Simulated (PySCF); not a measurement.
**Radial density of Mg²⁺ (magnesium, charge +2)**

UHF, [Ne], closed-shell 1S. Calculation: PySCF 2.14, in aug-cc-pCVQZ; the non-relativistic Hamiltonian (point nucleus).

```tsv
r (bohr)	4πr²ρ (e/bohr)
0.00224	0.06512
0.00377	0.1777
0.00633	0.4726
0.0107	1.206
0.0179	2.867
0.0301	6.061
0.0507	10.54
0.0853	13.33
0.143	10.63
0.241	7.356
0.406	10.34
0.683	9.365
1.15	2.718
1.93	0.1559
3.25	0.0006941
```
